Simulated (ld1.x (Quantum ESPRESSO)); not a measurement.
**What one change does to a pseudopotential (V, RRKJ)**

```
Element                 : vanadium
Generator               : ld1.x (Quantum ESPRESSO) 7.5
Type                    : norm-conserving RRKJ (Kleinman–Bylander form)
Functional              : LDA (PZ)
Relativity              : scalar-relativistic
Frozen core             : [Ar]
Valence charge          : 5
Reference configuration : 3d3.5 4s1.5 4p0
Partial waves           : 4s (bound): rc 3.00 bohr; 4p (bound, empty): rc 3.80 bohr; 3d (bound): rc 2.35 bohr
Local potential         : all-electron potential smoothed inside 3.75 bohr (lloc = -2)
Core correction         : Bessel-smoothed model core inside 1.60 bohr
rho0                    : 0.02
```

All-electron outer shells of the reference configuration (LDA (PZ), scalar-relativistic, ld1.x):

| shell | level (eV) | outermost node (bohr) | outermost maximum (bohr) |
| --- | --- | --- | --- |
| 3s | -67.78 | 0.38 | 0.82 |
| 3p | -41.99 | 0.35 | 0.84 |
| 4s | -4.41 | 1.18 | 2.79 |
| 3d | -3.82 | – | 0.90 |
| 4p | -1.31 | 1.31 | 3.82 |

Change: all radii but the core radius scaled by about 1.21 (s 3.64, p 4.60, d 2.86 bohr); local potential all-electron potential smoothed inside 4.54 bohr (lloc = -2).

Cutoffs: the cutoffs (Ry, on a coarse ladder) from which the occupation-weighted sum of valence levels, in a spherical-Bessel basis at the reference potential, stays within 10 and 1 mRy of its value at 400 Ry; they do not see the model core or the augmentation charge, which bear on the density cutoff. Errors are all-electron minus pseudo energies relative to the spin-unpolarised reference configuration.

Task: Predict the effect on cutoff, ghosts and configuration errors.

Result: The potential gets softer (30 Ry and 40 Ry → 21 Ry and 30 Ry); the bound ghost in s disappears; of the 9 tests that both files solve, the error grows in 8 and shrinks in 1 by more than 15 % and 0.3 meV (median size 52.7 → 379.8 meV). A larger radius leaves more room for a smooth pseudo-wave, so fewer plane waves are needed.

| quantity | base | changed |
| --- | --- | --- |
| cutoff, loose | 30 Ry | 21 Ry |
| cutoff, tight | 40 Ry | 30 Ry |
| loose cutoff by channel (10 mRy a level) | s 15 Ry, d 30 Ry | s 8 Ry, d 18 Ry |
| bound ghosts | s | none |
| error for 3d3 4s2 4p0, meV [ΔE -0.03 eV] | +12 | +98 |
| error for 3d3 4s1 4p0, meV [ΔE 7.91 eV] | -44 | +78 |
| error for 3d3 4s0 4p0, meV [ΔE 22.46 eV] | -173 | -380 |
| error for 3d1 4s0 4p0, meV [ΔE 97.75 eV] | -53 | +1880 |
| error for 3d4 4s0 4p0, meV [ΔE 7.35 eV] | +51 | +162 |
| error for 3d2 4s2 4p0, meV [ΔE 11.19 eV] | +242 | +1592 |
| error for 3d3 4s1 4p1, meV [ΔE 3.38 eV] | -52 | +15 |
| error for 3d3.5 4s1.5 4p0 (spin-polarised), meV [ΔE -2.28 eV] | +335 | +451 |
| error for 3d3 4s2 4p0 (spin-polarised), meV [ΔE -1.66 eV] | +256 | +394 |

Changed file: These tests converged, but a pseudo level misses the all-electron one widely, so the file describes the atom poorly there or has found another state: 3d1 4s0 4p0: 3d by 3.9 eV (a node warning on the way); 3d2 4s2 4p0: 3d by 2.9 eV. A true bound ghost makes a file unfit for plane-wave use even where its test errors are small: the radial tests pick states by their node count and pass the ghost by.
